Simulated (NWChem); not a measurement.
System: CH$_{7}$ClSi$_{2}$; SMILES [Si@H](C)([SiH3])Cl

Results from NWChem. Pople sets run with spherical d functions. Coordinates come from a PBE0/def2-SVP optimisation. Level: PBE0/6-31G* with SMD (1 M gas to 1 M solution), gas-phase geometry. Reactions with the solvent are ignored.

| solvent | dielectric constant | solvation free energy (kcal/mol) | cavity-dispersion-structure term (kcal/mol) | dipole in solution (D) |
|---|---|---|---|---|
| water | 78.4 | 1.3 | 3.9 | 2.97 |
| ethanol | 24.9 | -3.2 | -0.8 | 2.94 |
| 2-propanol | 19.3 | -3.3 | -0.9 | 2.93 |
| acetonitrile | 35.7 | -2.8 | -0.3 | 2.95 |
| 1-propanol | 20.5 | -3.2 | -0.7 | 2.94 |
| acetone | 20.5 | -3.2 | -0.7 | 2.94 |
